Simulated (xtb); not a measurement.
Species: C3H3NO, SMILES `CC(=O)C#N` (charge 0, multiplicity 1).

**Question.** Give a relaxed geometry from GFN2-xTB (xtb).

**Answer.** the end point of this relaxation (outside a Z-matrix the atoms follow the SMILES, hydrogens last).
Cartesian coordinates (Å) in one orientation:
```xyz
8

C     -0.903    -0.314    -0.049
C      0.329     0.457    -0.429
O      0.425     1.211    -1.361
C      1.440     0.194     0.478
N      2.300    -0.026     1.199
H     -1.200    -0.047     0.965
H     -1.709    -0.094    -0.743
H     -0.682    -1.380    -0.059
```
